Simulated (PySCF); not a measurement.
**Assigning NMR signals**

Structure with atom numbers: `[CH:1]#[C:2]/[CH:3]=[CH:4]/[C:5]#[C:6][B:7]([CH3:8])[CH3:9]`. Each H is labelled by its parent atom.

- HF/pcSseg-1 with gauge-including orbitals
- geometry from PBE0-D3(BJ)/def2-SVP
- code: PySCF 2.14.0 with density-fitted response routines
- no relativistic terms, no solvent, averaged over atoms made equivalent by symmetry, fast rotation or ring inversion, one conformer

References, each an isolated molecule treated in the same way: TMS for $^{13}$C, $^{1}$H.

(1) Assign these signals to the numbered atoms. $^{13}$C{$^{1}$H} NMR (computed): δ 134.4 (CH), 133.8 (CH), 122.4 (C), 105.2 (C), 98.9 (CH), 72.8 (C), 14.2 (CH3).

(2) Assign these signals to the numbered atoms. $^{1}$H NMR (400 MHz, computed): δ 6.41 (d, 1H), 6.14 (m, 1H), 4.05 (d, 1H), 0.93 (s, 6H).

Results:

(1) 
| δ (ppm) | atoms | environment | reason |
| --- | --- | --- | --- |
| 134.4 | C3 | alkene CH | an sp2 carbon of a C=C bond |
| 133.8 | C4 | alkene CH | – |
| 122.4 | C5 | alkyne carbon | – |
| 105.2 | C6 | alkyne carbon | – |
| 98.9 | C1 | terminal alkyne carbon | the triple bond shields along its axis, which puts it between sp3 and sp2 carbons |
| 72.8 | C2 | alkyne carbon | the triple bond shields along its axis, which puts it between sp3 and sp2 carbons |
| 14.2 | C8/C9 | methyl carbon bonded to B | – |

C3 and C4 lie closer than the usual error of such a calculation, so a measured spectrum could show them in the other order.

(2) 
6.41 → H(C4), hydrogen on an alkene CH: a vinylic proton, deshielded by the sp2 carbon and the C=C anisotropy
6.14 → H(C3), hydrogen on an alkene CH
4.05 → H(C1), hydrogen on a terminal alkyne carbon
0.93 → H(C8)/H(C9), hydrogen on a methyl carbon bonded to B

A carbon bonded to boron is broadened by the quadrupolar boron nucleus and is often missing from a measured spectrum. Shifts are as computed. Against solution values, carbons near 30 ppm lie about -0 ppm off and those near 130 ppm about +7 ppm. Of 1211 compounds with measured shifts, 218 miss one by over three times the rms of a fit or turn the order of signals round; such compounds aren't used in these exercises. No couplings were computed; multiplicities are counted from neighbouring protons, with m where these are inequivalent, close in shift, in a saturated or five-membered ring or joined by F or P, and br s for small geminal =CH2 splittings.
